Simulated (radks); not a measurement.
Q: Method: scalar-relativistic Kohn-Sham, LDA (Slater exchange, VWN5 correlation), spin-polarised, spherical densities, finite nucleus; open shells are filled with parallel spins first (spin-orbit coupling, left out, can overturn this in heavy ions); Fermi nuclear charge, rms radius of each element as measured or else 0.836 A^(1/3) + 0.57 fm; computed with a radial shooting solver on a logarithmic mesh with Libxc functionals. Response by self-consistent Sternheimer equations with the Hartree and adiabatic LDA kernel, the relativistic mass of each level held fixed and spin-orbit coupling left out. For heavy and open-shell atoms this level of theory can miss by tens of per cent. Estimate the static dipole polarisabilities of Kr3+ ([Ar] 3d10 4s2 4p3) and Mo2+ ([Kr] 4d4) and the C6 coefficients of the three pairs.

A: alpha = 5.379 and 10.51 bohr^3; C6 = 21.27 (Kr3+-Kr3+), 34.39 (Kr3+-Mo2+), 56.32 (Mo2+-Mo2+) hartree bohr^6.
